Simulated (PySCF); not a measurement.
Tb²⁺ (terbium, charge +2) across methods

[Xe] 4f8 6s1, high-spin 8F determinant (an excited configuration). Computed with PySCF 2.14 in x2c-TZVPPall, with the spin-free X2C one-electron Hamiltonian (Gaussian nucleus).

```csv
method,E (hartree),mean ε 4f α (eV),mean ε 4f β (eV),mean ε 6s α (eV),Σ⟨r²⟩ (bohr²),⟨S²⟩
r2SCAN,-11707.79,-28.024,-22.782,-16.970,47.90,15.755
PBE,-11707.51,-27.629,-22.815,-16.848,47.85,15.752
UHF,-11703.60819,-39.944,-32.221,-18.689,48.36,15.755
LDA,-11699.18,-27.929,-22.801,-17.130,47.75,15.752
```

Estimate the same row for PBE0.

E (hartree) = -11707.43; mean ε 4f α (eV) = -30.889; mean ε 4f β (eV) = -25.433; mean ε 6s α (eV) = -17.419; Σ⟨r²⟩ (bohr²) = 47.88; ⟨S²⟩ = 15.753.

Spin-orbit coupling, absent here, splits the open shell strongly.
